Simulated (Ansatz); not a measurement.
`C=C=C(F)[SiH2]F` + H₂O → `C=C=C(O)F` + `F[SiH3]` at 700 K and 1 bar (formal hydrolysis of a C–Si bond).

Computed with Ansatz on PBE0-D4/def2-TZVP structures; ΔE is electronic, products minus reactants. CCSD(T)/CBS is the MP2 limit (def2-TZVPP, def2-QZVPP) plus CCSD(T) − MP2 in def2-TZVPP, frozen cores. This one scheme is used for every species. Each species was taken in one conformer, which may not be the lowest.

| species | CCSD(T)/CBS energy (Eh) | H − E (kJ/mol) | S (J/(mol·K)) |
| --- | --- | --- | --- |
| `C=C=C(F)[SiH2]F` | -605.21151 | 234.9 | 473.6 |
| H₂O | -76.37941 | 80.5 | 218.4 |
| `C=C=C(O)F` | -290.83953 | 200.4 | 392.7 |
| `F[SiH3]` | -390.72345 | 108.4 | 291.4 |

H − E and S are ideal-gas, rigid-rotor, harmonic terms from PBE0-D4/def2-TZVP, for one conformer and one mirror image of each species. 1 Eh = 2625.50 kJ/mol, R = 8.31446 J/(mol·K).

Q: By hand: ΔE, ΔH, ΔS and ΔG.

A: ΔE = (-290.83953) + (-390.72345) − (-605.21151) − (-76.37941) = 0.02794 Eh = 73.4 kJ/mol. Δ(H − E) = 200.4 + 108.4 − 234.9 − 80.5 = -6.6, so ΔH = 66.8 kJ/mol. ΔS = 392.7 + 291.4 − 473.6 − 218.4 = -7.9 J/(mol·K). ΔG = 66.8 − 700 × (-7.9)/1000 = 72.3 kJ/mol.

Q: By hand: the equilibrium constant, and the temperature at which ΔG would vanish if ΔH and ΔS stayed fixed.

A: log₁₀ K = −ΔG/(RT ln 10) = -5.4. ΔH and −TΔS have one sign here, so there is no such temperature.

The number of gas molecules stays the same, so ΔS is small and ΔH decides. A doubt of 5 kJ/mol in ΔE shifts log₁₀ K by 0.4 here. Other conformers and mirror images would add mixing entropy, several J/(mol·K) or more a flexible species. Modes under 60 cm⁻¹, often nearly free rotors, make the harmonic entropy too high. These are equilibria of isolated gas molecules and say nothing of rates. Largest T1 diagnostic: 0.013 (customary marks: 0.02 for closed shells, 0.045 for open ones).

ΔS is within the doubt of such terms, so its sign, and with it that verdict, could turn.
